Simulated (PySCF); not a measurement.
Molecule: sum formula H10Si3NO (charge +1, singlet). It need not be the lowest isomer of its formula. SMILES: [SiH3][NH2+][SiH2]O[SiH3]
Structure (B3LYP-D3(BJ)/def2-TZVP (Ansatz) minimum search):
```
Si
O 1 1.5891
Si 2 1.6825 1 158.20
H 1 1.4677 2 115.64 3 -63.28
H 1 1.4689 4 114.74 2 -137.62
H 3 1.4720 2 105.77 1 175.56
H 3 1.4728 6 112.11 2 -116.55
H 3 1.4731 6 112.09 7 -126.89
N 1 1.8783 4 102.29 5 -109.77
H 9 1.0228 1 108.54 4 -47.11
H 9 1.0234 10 105.01 1 115.35
Si 9 1.8735 10 109.88 11 117.58
H 12 1.4675 9 103.41 10 -158.43
H 12 1.4681 13 114.84 9 -113.75
H 12 1.4694 13 114.14 14 -134.73
```
Charge +1, spin multiplicity 1.

Dispersion corrections to the total energy (kcal/mol) from the dftd3 and dftd4 libraries through PySCF: D3(BJ) without and D4 with the three-body term, each with the damping fitted for the functional named.

```tsv
functional	D3(BJ)	D4
LC-wPBE	-8.23	-8.12
BHLYP	-11.97	-9.32
B3LYP	-14.66	-11.70
CAM-B3LYP	…	-6.35
TPSS	…	-9.76
BP86	-13.95	…
TPSSh	-9.79	-8.87
```

**Question.** Complete the blanks.

**Answer.** 
- CAM-B3LYP, D3(BJ): -7.05
- TPSS, D3(BJ): -10.51
- BP86, D4: -9.95
